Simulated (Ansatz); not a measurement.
Start from `O[SiH](O)O` and change one atom or group to get `CC[SiH](O)O`.

Ansatz, PBE0-D4/def2-TZVP geometries, multiplicity 1. Each molecule was computed in one conformer, which needn't be the lowest.

```
                                        property  `O[SiH](O)O`
size of the dipole moment (B3LYP/def2-TZVPP) / D          1.59
             HOMO–LUMO gap (PBE/def2-TZVPP) / eV          7.31
           LUMO energy (ωB97M-V/def2-TZVPP) / eV          2.20
               LUMO energy (PBE/def2-TZVPP) / eV         -0.13
              HOMO energy (PBE0/def2-TZVPP) / eV         -9.06
              LUMO energy (PBE0/def2-TZVPP) / eV          0.76
```

Problem. Give the same properties after the change, and the shifts. (Best estimate.)

Solution. Computed: 
| property | `CC[SiH](O)O` | shift |
| --- | --- | --- |
| size of the dipole moment (B3LYP/def2-TZVPP) / D | 0.90 | -0.69 |
| HOMO–LUMO gap (PBE/def2-TZVPP) / eV | 6.62 | -0.69 |
| LUMO energy (ωB97M-V/def2-TZVPP) / eV | 2.17 | -0.03 |
| LUMO energy (PBE/def2-TZVPP) / eV | -0.13 | 0.00 |
| HOMO energy (PBE0/def2-TZVPP) / eV | -8.12 | 0.94 |
| LUMO energy (PBE0/def2-TZVPP) / eV | 0.74 | -0.02 |

The zero-point energy changes by 134.8 kJ/mol with +15 modes. Dipoles are sizes alone; their direction can turn.

B3LYP here is the variant with VWN-RPA as its local correlation; programs differ in this.
